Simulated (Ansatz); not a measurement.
Basis-set series for CH3OZn (`C[O][Zn]`) radical. Total charge 0; spin multiplicity 2. All single points use the PBE0-D4/def2-TZVP geometry.

| functional | basis | functions | energy (Eh) | HOMO (eV) | LUMO (eV) |
| --- | --- | --- | --- | --- | --- |
| PBE0-D4 | def2-SVP | 74 | -1893.76440 | -5.82 | -2.79 |
| PBE0-D4 | def2-QZVPP | 304 | -1894.21231 | -6.14 | -3.09 |
| ωB97M-V | def2-SVP | 74 | -1893.98855 | -7.90 | -1.21 |
| ωB97M-V | def2-QZVPP | 304 | -1894.44021 | -8.25 | -1.53 |

Question: Give the rows for def2-TZVPP. (Estimate.)

Answer: Ansatz gave: 
```csv
functional,basis,functions,energy (Eh),HOMO (eV),LUMO (eV)
PBE0-D4,def2-TZVPP,168,-1894.16143,-6.15,-3.09
ωB97M-V,def2-TZVPP,168,-1894.39096,-8.24,-1.43
```

HOMO and LUMO are taken over both spins. Scalar relativity is left out up to krypton.
